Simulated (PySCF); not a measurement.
# Electron correlation in Be²⁺ (beryllium, charge +2)

Starting occupation: 1s2. Calculation: PySCF 2.14, in an even-tempered Gaussian basis (18 s from 0.026 bohr⁻², ratio 2.6; 10 p from 0.034 bohr⁻², ratio 2.6; 7 d from 0.035 bohr⁻², ratio 2.8; 3 f from 3.7 bohr⁻², ratio 2.8); X2C-1e with screened-nucleus spin-orbit coupling, Gaussian nucleus. Frozen: nothing; 2 electrons correlated; the 30 highest virtual spinors left out.

Total MP2 correlation energy: -40.38 mhartree.

With two correlated electrons CCSD is exact within the correlated space (frozen core and kept virtual orbitals).

The virtual space was cut to 52 spinors, which keep -38.16 of the -40.38 mhartree of MP2 correlation.

```json
{"level": "CCSD", "correlation energy (mhartree)": "-41.44"}
```

Diagnostics: T1 = 0.00018, largest double amplitude 0.020.

Cost of the coupled-cluster step: roughly 6 core-seconds, for 2 occupied and 52 virtual spinors.

Iterations:

```
Init t2, MP2 energy = -0.038158943425136
CCSD nocc = 2, nmo = 54
Init t2, MP2 energy = -0.038158943425136
Init E_corr(GCCSD) = -0.038158943425136
cycle = 1  E_corr(GCCSD) = -0.0410943479042431  dE = -0.00293540448  norm(t1,t2) = 0.00377361
cycle = 2  E_corr(GCCSD) = -0.0413956229116818  dE = -0.000301275007  norm(t1,t2) = 0.000475173
cycle = 3  E_corr(GCCSD) = -0.0414372724773882  dE = -4.16495657e-05  norm(t1,t2) = 7.00762e-05
cycle = 4  E_corr(GCCSD) = -0.0414367177551051  dE = 5.54722283e-07  norm(t1,t2) = 3.31623e-06
cycle = 5  E_corr(GCCSD) = -0.0414367107413936  dE = 7.01371153e-09  norm(t1,t2) = 1.08782e-07
GCCSD converged
E(GCCSD) = -13.65506414624648  E_corr = -0.04143671074139358
```

The coupled-cluster values are those of the cut space; adding the MP2 remainder, -2.22 mhartree, estimates the full space.
